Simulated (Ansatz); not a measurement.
Reaction (isomerisation): `O[Si](F)O[SiH3]`• → `O[SiH][SiH](O)F`•

Isolated molecules relaxed with PBE0-D4/def2-TZVP in Ansatz; ΔE leaves out vibrations. CBS: MP2 limit from def2 TZ/QZ plus the TZ coupled-cluster correction, frozen cores. DFT in def2-TZVPP. No spin–orbit coupling; open shells (•) take unrestricted orbitals. Each species was taken in one conformer, which may not be the lowest.

| species | PBE-D4 energy (Eh) |
| --- | --- |
| `O[Si](F)O[SiH3]`• | -831.41748 |
| `O[SiH][SiH](O)F`• | -831.38288 |

(1) Work out ΔE.

Largest T1 diagnostic among the species: 0.015.

## Answers

(1) ΔE = (-831.38288) − (-831.41748) = 0.03460 Eh = +0.94 eV. CCSD(T)/CBS gives +1.23 eV.

From PBE to PBE0 (25 % exact exchange), in def2-TZVPP and without D4, ΔE moves by +0.11 eV. In def2-TZVPP, CCSD(T) changes the Hartree–Fock value by −0.32 eV (the triples alone add −0.04 eV) and MP2 by −0.22 eV.
